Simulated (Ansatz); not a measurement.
Reaction (cleavage of the Ge–Al bond): `[AlH2][CH2][AlH][GeH3]` + `N[SiH](F)Cl` → `F[SiH](Cl)[NH][GeH3]` + `[AlH2][CH2][AlH2]`

Calculated with Ansatz (gas phase, PBE0-D4/def2-TZVP geometries, no zero-point term in ΔE). CBS: MP2 limit from def2 TZ/QZ plus the TZ coupled-cluster correction, frozen cores. DFT in def2-TZVPP. B3LYP here is the variant with VWN-RPA as its local correlation; programs differ in this. For Ge outer-core shells are correlated without core-valence functions, which leaves a few kJ/mol of doubt a bond. Scalar relativity is left out up to krypton. One conformer a species, not always the lowest.

CCSD(T)/CBS gives +5.3 kcal/mol.

Another level gave +8.2 kcal/mol. Which?
A. PBE0/def2-TZVPP
B. r2SCAN-D4/def2-TZVPP
C. CCSD(T)/def2-TZVPP
D. B3LYP-D4/def2-TZVPP

A. PBE0 8.2, B3LYP-D4 5.5, r2SCAN-D4 6.9, CCSD(T)/def2-TZVPP 4.3 kcal/mol.

Largest T1 diagnostic among the species: 0.012.

The D4 term adds −0.8 kcal/mol with B3LYP and −0.4 kcal/mol with PBE0; it sums over pairs of atoms, weighted by their polarisabilities, and B3LYP, whose exchange is more repulsive, gets the larger term. In def2-TZVPP, CCSD(T) changes the Hartree–Fock value by +2.6 kcal/mol (the triples alone add +0.1 kcal/mol) and MP2 by +1.5 kcal/mol.

CCSD(T)/CBS has its own doubt, a few kJ/mol and more with outer-core shells, so smaller differences from it don't rank the levels.
